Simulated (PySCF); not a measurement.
A structure optimised at PBE-D3(BJ)/def2-SVP, used in a PySCF frequency run:

```
Hf
N 1 2.0306
H 2 1.0270 1 126.82
H 2 1.0273 3 108.34 1 -175.85
N 1 2.0306 2 106.67 3 -140.88
H 5 1.0270 1 126.82 2 -140.88
H 5 1.0273 6 108.34 1 -175.85
S 1 2.4751 2 111.12 3 99.82
H 8 1.3637 1 94.06 2 15.02
S 1 2.4751 2 109.51 3 -20.53
H 10 1.3637 1 94.06 2 -102.57
```

Q: Write its SMILES, formula and point group.

A: [NH2][Hf]([NH2])([SH])[SH], H6HfN2S2, C2

Q: What are its rotational constants (standard atomic weights)?

A: 1.8687, 1.3669, 1.1194 GHz
